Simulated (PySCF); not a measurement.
C4H7FSi, SMILES C=C=C(F)[SiH2]C.

Geometry: r2SCAN-D4/def2-SVP. The structure was generated by enumeration, and PubChem lists no compound with its InChIKey, so it may never have been made. One conformer was computed; it need not be the lowest.

Calculation: PySCF with PBE/def2-TZVP.

Gas-phase values at a fixed geometry.

Computed frontier levels, gap, dipole moment and polarisability:
```yaml
highest_occupied_level: -6.17 eV
lowest_empty_level: -1.75 eV
orbital_gap: 4.41 eV
dipole_moment: 1.41 D
quadrupole, principal values (traceless, Buckingham form, about the centre of nuclear charge): -6.97, -1.45, 8.42 D·Å
mean_static_polarisability: 81.8 bohr³ (12.12 Å³)
polarisability_principal_values: 62.4, 63.9, 119.1 bohr³
```
